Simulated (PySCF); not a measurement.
Compound: C7H4FN.
Structure used (GFN2-xTB), in Å, numbered top down from 1:
```xyz
13
C7H4FN angstrom
N      3.0459   -1.3872   -1.2913
C      2.1518   -0.7710   -0.9194
C      1.0502   -0.0285   -0.4904
C      0.8613    1.0514    0.2825
C     -0.6425    1.0155    0.1598
C     -1.3191    0.0782    1.1461
C     -1.1392   -0.9739    0.3560
F     -1.4091   -2.2720    0.4531
C     -0.4392   -0.2354   -0.7489
H      1.5146    1.6995    0.8342
H     -1.1708    1.9079   -0.1523
H     -1.7235    0.2437    2.1236
H     -0.7848   -0.3276   -1.7710
```

Method used: TDDFT CAM-B3LYP/def2-SVPD, vertical, gas phase, core orbitals frozen in the response in PySCF.

Broadening: Gaussians 0.5 eV wide at half height, area fixed by f = 4.319×10⁻⁹ ∫ε dν̃. The cross-section is σ = 3.8235×10⁻²¹ ε cm², given in Mb (10⁻¹⁸ cm²). The width is an assumption, not a result. The curve ends short of the highest state used, and states not computed would add to its high-energy end.

(λ (nm), σ (Mb)): (185.2, 10.58), (188.9, 5.05), (192.6, 2.31), (196.3, 1.16), (200.0, 1.07), (203.7, 2.31), (207.4, 5.56), (211.1, 10.80), (214.8, 16.44), (218.4, 19.88), (222.1, 19.71), (225.8, 16.29), (229.5, 11.59), (233.2, 7.53), (236.9, 4.97), (240.6, 3.79), (244.3, 3.41), (248.0, 3.23), (251.7, 2.93), (255.4, 2.46), (259.1, 1.87), (262.7, 1.32), (266.4, 0.85), (270.1, 0.50), (273.8, 0.28), (277.5, 0.14), (281.2, 0.07), (284.9, 0.03), (288.6, 0.01), (292.3, 0.01)

Problem. Locate the maxima and give the states behind the curve.

Solution. 220 nm (5.63 eV), ε about 5300, made up of S2 (100%) (ε in L mol⁻¹ cm⁻¹; maxima over ε = 5, shares over 10%). At its high-energy end, 6.69 eV, the curve is still rising (ε about 2700, from S4 and S5). The states used: S1 4.99 eV (f 0.015); S2 5.63 eV (f 0.098); S3 6.38 eV (f 0.0022); S4 6.73 eV (f 0.016); S5 7.02 eV (f 0.097); S6 7.05 eV (f 0.0053); S7 7.27 eV (f 0.074); S8 7.29 eV (f 0.013).

Problem. Coming from long wavelengths, where does ε first pass 100 L mol⁻¹ cm⁻¹?

Solution. At about 272 nm (4.56 eV), 0.43 eV below S1.

Problem. On this curve, what absorbance would a 10⁻³ mol/L sample give at 193 nm over a 1 cm path?

Solution. 193 nm is 6.424 eV, where ε is about 560 L mol⁻¹ cm⁻¹, so A = ε c l ≈ 0.56 (Beer–Lambert, with the gas-phase spectrum and the assumed width).

Problem. What would ε be at 5.63 eV, the highest of these maxima, with half the width (0.25 eV)?

Solution. About 10600 L mol⁻¹ cm⁻¹ against 5310, a factor of about 1.99; a lone state at its own centre would give exactly 2.
